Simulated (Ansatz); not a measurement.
Born–Oppenheimer molecular dynamics of CH9AlOSi (13 atoms, charge 0, multiplicity 1). It starts from a rough guess of a transition structure, not a stationary point.

Computed with Ansatz 0.2.0, UKS PBE/STO-3G.

```
ensemble                      : NVE (velocity Verlet)
time step                     : 0.5 fs
steps asked                   : 150
starting velocities drawn for : 600 K
seed                          : 40554
```

First frame:

```xyz
13
Properties=species:S:1:pos:R:3
Al -0.575 0.275 -0.305
Si 1.365 0.131 1.579
C -0.302 -0.398 -2.146
O -1.725 1.365 0.117
H -0.189 -0.775 1.033
H -0.965 -1.336 0.825
H 2.355 1.222 1.492
H 0.930 0.206 2.993
H 2.222 -1.077 1.579
H -1.159 -0.962 -2.524
H -0.133 0.427 -2.847
H 0.568 -1.056 -2.192
H -2.391 1.977 0.396
```

(1) How far do the bonds stretch over the last three quarters of this one trajectory? (Pairs bonded in most of those frames.)

## Answers

(1) 
| bond | mean (Å) | spread (Å) | shortest | longest |
| --- | --- | --- | --- | --- |
| Al1–Si2 | 2.296 | 0.132 | 2.09 | 2.54 |
| Al1–C3 | 1.936 | 0.076 | 1.81 | 2.08 |
| Al1–O4 | 1.761 | 0.136 | 1.53 | 1.99 |
| Si2–H7 | 1.460 | 0.006 | 1.45 | 1.47 |
| Si2–H8 | 1.459 | 0.013 | 1.44 | 1.48 |
| Si2–H9 | 1.459 | 0.011 | 1.44 | 1.48 |
| C3–H10 | 1.108 | 0.017 | 1.07 | 1.15 |
| C3–H11 | 1.107 | 0.021 | 1.07 | 1.15 |
| C3–H12 | 1.110 | 0.054 | 1.03 | 1.20 |
| O4–H13 | 1.051 | 0.044 | 0.97 | 1.14 |
| H5–H6 | 0.752 | 0.069 | 0.65 | 0.84 |

Mean temperature of the second half: 1917 K. The conserved energy stayed within 0.81 meV per atom of its start (net change 0.24 meV per atom), so the integration is sound. The system heated up, since it started high on the potential surface and ran downhill. A run of 0.075 ps of so small a system gives no equilibrium averages. The orbitals stay closed-shell, which can raise the energy where a bond breaks towards radicals; this wasn't checked here. Limits of this set-up: minimal basis.

Run time: 7.8 min on 1 thread of Arm Neoverse V1, on a shared host, peak memory 0.12 GiB.
